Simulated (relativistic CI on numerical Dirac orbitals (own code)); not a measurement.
I¹³⁺: q coefficients and field-shift factors

These numbers are calculated, not measured: Dirac-Coulomb-Breit CI, KLI orbitals optimised for each configuration, derivatives by finite differences, unscaled Slater integrals, QED left out (own radial code, finite nucleus).

Configurations in the expansion (outside the closed core [Ar] 3d10 4s2): 4p⁶4d⁴, 4p⁵4d⁵, 4p⁶4d³4f, 4p⁶4d²5s², 4p⁶4d4f5s². Double excitations out of closed p, d and f shells are left out; levels of such configurations are missing from the list, as are those of other unlisted configurations, and high levels can miss mixing partners.

With x = (α/α₀)² − 1 an excitation energy changes as ω = ω₀ + qx; K = 2q/ω₀ is the relative enhancement. Terms are leading LS components, so labels can repeat. The field-shift factor is F = δν/δ⟨r²⟩ for the transition from the lowest level.

Lowest level 4p⁶4d⁴ ⁵D0.

```csv
Level,ω₀ (cm⁻¹),q (cm⁻¹),K,F (GHz/fm²)
4p⁶4d⁴ ⁵D1,5488.0,10560,3.85,0.109
4p⁶4d⁴ ⁵D2,11285.6,18030,3.2,0.193
4p⁶4d⁴ ⁵D3,16547.9,22430,2.71,0.248
4p⁶4d⁴ ⁵D4,21039.2,23560,2.24,0.272
4p⁶4d⁴ ³P0,37167.8,12880,0.693,0.232
4p⁶4d⁴ ³H4,39823.8,12620,0.634,0.236
4p⁶4d⁴ ³G3,48275.0,15960,0.661,0.292
4p⁶4d⁴ ³H5,48366.1,21860,0.904,0.343
4p⁶4d⁴ ³P1,49964.7,22450,0.899,0.356
4p⁶4d⁴ ³F2,50677.0,16680,0.658,0.307
4p⁶4d⁴ ³H6,52448.4,24190,0.923,0.376
4p⁶4d⁴ ³G4,57245.6,29130,1.02,0.435
4p⁶4d⁴ ³P2,61761.4,25600,0.829,0.419
```

At this charge energies of transitions that change n are usually good to better than 1 %, and those within a shell (Δn = 0) to a few per cent. Terms inside the open d or f shell come out 10 to 20 % too wide with unscaled integrals. Levels and lines within the n = 5 or 6 shells can be off by up to 10 % or somewhat more, and those that change n by about 2 %, since core polarisation is missing.
